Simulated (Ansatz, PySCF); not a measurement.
The pair A = NH3 (SMILES N) (first 4 atoms), B = C2H6 (SMILES CC); geometry from B3LYP-D3(BJ)/def2-TZVP.
(charge 0, multiplicity 1):
```
atom    x (Å)    y (Å)    z (Å)
----  -------  -------  -------
N     -0.0858  -0.0201  -0.2018
H     -0.2269   0.4751  -1.0748
H      0.3915   0.6109   0.4318
H      0.5449  -0.7912  -0.3890
C     -0.6012  -0.6083   3.3571
C      0.4661   0.4828   3.3486
H     -0.9389  -0.8303   2.3440
H     -1.4717  -0.3019   3.9408
H     -0.2184  -1.5314   3.7977
H      1.3449   0.1745   2.7769
H      0.8045   0.7242   4.3584
H      0.0850   1.4043   2.9027
```

Correlated levels freeze the cores. CBS(a, b) extrapolates the correlation energy as X⁻³ and adds the Hartree–Fock energy of set b. MP2 and its Hartree–Fock in aug-cc-pVTZ are density fitted.

Run with Ansatz (a quantum-chemistry and plane-wave program) with Gaussian orbitals; PySCF for the dispersion terms. 

The monomers are drawn apart, rigid, along the line of their centres of mass. Counterpoise-corrected interaction energies (kcal/mol):

| level | R = 4.749 Å | R = 5.917 Å |
|---|---|---|
| PBE/def2-TZVPPD | -0.2447 | -0.0474 |
| PBE-D3(BJ)/def2-TZVPPD | -0.4859 | -0.1132 |
| wB97M-V/def2-TZVPPD | -0.3541 | -0.0972 |
| MP2/CBS(aug-cc-pVDZ, aug-cc-pVTZ) + ΔCCSD(T)/aug-cc-pVDZ | -0.3657 | -0.0945 |

### Question
R is the distance of the centres of mass. Find the local exponent m of E ∝ R⁻ᵐ between the two points.

### Answer

m = ln(E₁/E₂)/ln(R₂/R₁): PBE/def2-TZVPPD 7.5; PBE-D3(BJ)/def2-TZVPPD 6.6; wB97M-V/def2-TZVPPD 5.9; MP2/CBS(aug-cc-pVDZ, aug-cc-pVTZ) + ΔCCSD(T)/aug-cc-pVDZ 6.2. For scale, two fixed dipoles give m = 3, dipole and quadrupole 4, quadrupoles 5, and dispersion or dipole-induced dipole 6 at long range; at these distances several terms mix, and what is left of overlap and damping shifts m, so it need not match one of them.
